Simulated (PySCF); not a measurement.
Computed spin Hamiltonian

Species: C7H8NO (doublet state).
Numbering: `[CH:1]#[C:2][C:3](=[O:4])[N:5][CH2:6][CH:7]1[CH2:8][CH2:9]1` (hydrogens: H10 on C1; H11, H12 on C6; H13 on C7; H14, H15 on C8; H16, H17 on C9)

Structure used (GFN2-xTB), in Å, numbered top down from 1:
```
atom  x, y, z in Å
C1     4.3437   -0.3407    0.3661
C2     3.2148   -0.2708   -0.0327
C3     1.8869   -0.1458   -0.5669
O4     1.5894    0.5820   -1.5254
N5     0.9676   -0.8772    0.0143
C6    -0.3997   -0.9761   -0.2793
C7    -1.1308    0.3486   -0.2760
C8    -1.6684    0.9361    0.9953
C9    -2.6081    0.3740   -0.0242
H10    5.3249   -0.4176    0.7331
H11   -0.8167   -1.6231    0.5035
H12   -0.5512   -1.4977   -1.2394
H13   -0.7080    1.0345   -1.0020
H14   -1.5174    0.3853    1.9115
H15   -1.6220    2.0066    1.1211
H16   -3.1017   -0.5610    0.1956
H17   -3.2103    1.0550   -0.6058
```

The hyperfine couplings belong to this conformer and change with its torsions.

Computed, not measured: PySCF 2.14.0, UKS B3LYP, pcH-1 on C H N O, non-relativistic, mean-field spin-orbit, GIAO. The structure is a single GFN2-xTB conformer in the gas phase; no vibrational or solvent corrections. The geometry wasn't refined by DFT: couplings that depend on bond lengths, twists or pyramidal angles can differ widely from those at the functional's own minimum. Stability of the SCF solution: not tested.

```
g1, g2, g3        : 2.00073, 2.00540, 2.02705
g_iso             : 2.01106
Form of g         : rhombic: the two nearest values differ by 18 % of g3 − g1
⟨S²⟩              : 0.7560 (exact 0.7500)
α and β electrons : 33, 32
```

Isotropic coupling and dipolar principal values T1 to T3, in G (MHz turned into gauss with g_iso; 10 G = 1 mT):

```csv
atom,isotope,a_iso,T1,T2,T3,Mulliken spin population
C1,13C,0.6,-1.8,-0.7,2.5,0.03
C2,13C,-4.4,-0.3,-0.2,0.5,-0.01
C3,13C,-1.7,-4.7,-0.8,5.5,-0.04
O4,17O,-4.4,-36.2,17.5,18.7,0.29
N5,14N,20.9,-11.5,-9.9,21.5,0.65
C6,13C,-1.5,-2.5,-1.6,4.1,-0.02
C7,13C,0.6,-1.3,-1.0,2.2,0.03
C8,13C,0.3,-0.2,-0.1,0.4,0.00
C9,13C,-0.2,-0.3,-0.3,0.6,0.01
H10,1H,-0.8,-0.8,-0.1,0.9,0.00
H11,1H,36.4,-2.7,-2.0,4.7,0.04
H12,1H,18.8,-1.7,-0.9,2.6,0.03
H13,1H,1.9,-1.7,0.0,1.7,0.00
H14,1H,1.3,-0.6,-0.5,1.1,0.00
H15,1H,-0.1,-0.4,-0.3,0.7,0.00
H16,1H,-0.1,-0.5,-0.3,0.7,0.00
H17,1H,0.7,-0.4,-0.2,0.6,0.00
```

The Mulliken spin populations are largest on N5 (+0.65) and O4 (+0.29).

Axes: g3 points within 15° of the C3–N5 bond.

Under fast tumbling the dipolar parts average out, and these isotropic splittings remain: 2 × 1H (H11/H12, I = 1/2, 3 lines) with 2.76 mT, 1 × 14N (N5, I = 1, 3 lines) with 2.09 mT, 1 × 1H (H13, I = 1/2, 2 lines) with 0.19 mT, 1 × 1H (H10, I = 1/2, 2 lines) with 0.08 mT, 2 × 1H (H14/H16, I = 1/2, 3 lines) with 0.06 mT and 2 × 1H (H15/H17, I = 1/2, 3 lines) with 0.03 mT.

Class means assume fast exchange of nuclei equivalent by connectivity; if that motion is slow, each nucleus keeps its own coupling. The 1H value of +77.7 MHz is a mean of couplings from 53.0 to 102.5 MHz in this one geometry, not an average over conformers.

The 13C coupling of C2 (-12.3 MHz) shows only in satellite lines or after enrichment, since that isotope makes up about 1.07 % of natural carbon.

The 17O coupling of O4 (-12.4 MHz) shows only in satellite lines or after enrichment, since that isotope makes up about 0.038 % of natural oxygen.

Examples of negative spin density at the nucleus (bohr⁻³): C2 (-0.0109), C3 (-0.0043) and C6 (-0.0038).

The run took 4.5 min wall (with the writing of density and orbital grids) on one thread, Intel Xeon at 2.50 GHz (x86_64), shared host, and the process peaked at 1.1 GiB of memory.
